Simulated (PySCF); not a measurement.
C3H5NOSi, SMILES C=C[SiH2]OC#N.

Geometry optimised at PBE-D3(BJ)/def2-SVP. The structure was generated by enumeration, and PubChem lists no compound with its InChIKey, so it may never have been made. The values are those of a single conformer.

Method: PySCF with B3LYP/def2-TZVP.

Isolated molecule, no solvent.

Task: Estimate the frontier levels, gap, dipole moment and polarisability. (The exact figures need the calculation; the answer reports its results.)

Result: 
```yaml
highest_occupied_level: -8.24 eV
lowest_empty_level: -1.52 eV
orbital_gap: 6.73 eV
dipole_moment: 5.65 D
quadrupole, principal values (traceless, Buckingham form, about the centre of nuclear charge): -13.28, 3.22, 10.05 D·Å
mean_static_polarisability: 68.5 bohr³ (10.15 Å³)
polarisability_principal_values: 48.2, 68.0, 89.3 bohr³
```
